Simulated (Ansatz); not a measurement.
`[NH2][Hf]([F])([F])[Cl]` + HBr → `[NH2][Hf]([F])([Cl])[Br]` + H–F at 298.15 K and 1 bar (ligand exchange at the Hf–F bond).

Program: Ansatz. Geometries: PBE0-D4/def2-TZVP. ΔE: electronic, gas phase. CCSD(T)/CBS adds triple-zeta CCSD(T) − MP2 to the extrapolated MP2 energy (def2 sets, frozen cores). This one scheme is used for every species. Elements past krypton have def2 core potentials. For Br, Hf outer-core shells are correlated without core-valence functions, which leaves a few kJ/mol of doubt a bond. Scalar relativity is left out up to krypton. Each species was taken in one conformer, which may not be the lowest.

```csv
species,CCSD(T)/CBS energy (Eh),H − E (kJ/mol),S (J/(mol·K))
`[NH2][Hf]([F])([F])[Cl]`,-763.45993,100.9,379.9
HBr,-2573.91920,24.6,198.6
`[NH2][Hf]([F])([Cl])[Br]`,-3236.98040,99.3,403.6
H–F,-100.39570,33.5,173.6
```

H − E and S are ideal-gas, rigid-rotor, harmonic terms from PBE0-D4/def2-TZVP, for one conformer and one mirror image of each species. 1 Eh = 2625.50 kJ/mol, R = 8.31446 J/(mol·K).

**Question.** By hand: ΔE, ΔH, ΔS and ΔG.

**Answer.** ΔE = (-3236.98040) + (-100.39570) − (-763.45993) − (-2573.91920) = 0.00303 Eh = 8.0 kJ/mol. Δ(H − E) = 99.3 + 33.5 − 100.9 − 24.6 = 7.3, so ΔH = 15.3 kJ/mol. ΔS = 403.6 + 173.6 − 379.9 − 198.6 = -1.3 J/(mol·K). ΔG = 15.3 − 298.15 × (-1.3)/1000 = 15.7 kJ/mol.

**Question.** By hand: the equilibrium constant, and the temperature at which ΔG would vanish if ΔH and ΔS stayed fixed.

**Answer.** log₁₀ K = −ΔG/(RT ln 10) = -2.8. ΔH and −TΔS have one sign here, so there is no such temperature.

The number of gas molecules stays the same, so ΔS is small and ΔH decides. A doubt of 5 kJ/mol in ΔE shifts log₁₀ K by 0.9 here. Other conformers and mirror images would add mixing entropy, several J/(mol·K) or more a flexible species. These are equilibria of isolated gas molecules and say nothing of rates. Largest T1 diagnostic: 0.015 (customary marks: 0.02 for closed shells, 0.045 for open ones).

ΔS is within the doubt of such terms, so its sign, and with it that verdict, could turn.
